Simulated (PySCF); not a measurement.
C3H8N, SMILES [CH2]NCC, doublet, PBE0/def2-SVP optimised geometry.

```
12

C     -1.66    -0.94    -1.15
N     -0.31    -0.63    -1.10
C      0.22     0.13     0.00
C      1.74     0.13     0.00
H     -2.14    -1.18    -0.20
H     -2.01    -1.45    -2.05
H      0.10    -0.40    -2.00
H     -0.16     1.18     0.00
H     -0.15    -0.33     0.93
H      2.13    -0.90     0.05
H      2.13     0.70     0.85
H      2.14     0.60    -0.92
```

Density from unrestricted PBE0/def2-TZVP run with PySCF at that geometry.

Minimum of the electron density along straight lines between bonded atoms, close to the bond critical point (lines longer than 1.1 times the sum of covalent radii, or with two minima, are not listed):

| bond | length / Å | ρ at the minimum / e bohr⁻³ | ∇²ρ there / e bohr⁻⁵ | position (fraction from the first atom) |
|---|---|---|---|---|
| C1–N2 | 1.381 | 0.305 | -0.86 | 0.36 |
| N2–C3 | 1.442 | 0.275 | -0.75 | 0.61 |
| C3–C4 | 1.516 | 0.253 | -0.65 | 0.51 |
| C1–H5 | 1.094 | 0.277 | -0.95 | 0.65 |
| C1–H6 | 1.092 | 0.278 | -0.95 | 0.65 |
| N2–H7 | 1.015 | 0.338 | -1.66 | 0.74 |
| C3–H8 | 1.111 | 0.272 | -0.92 | 0.64 |
| C3–H9 | 1.104 | 0.276 | -0.95 | 0.64 |
| C4–H10 | 1.100 | 0.272 | -0.92 | 0.64 |
| C4–H11 | 1.100 | 0.272 | -0.91 | 0.64 |
| C4–H12 | 1.103 | 0.270 | -0.90 | 0.64 |
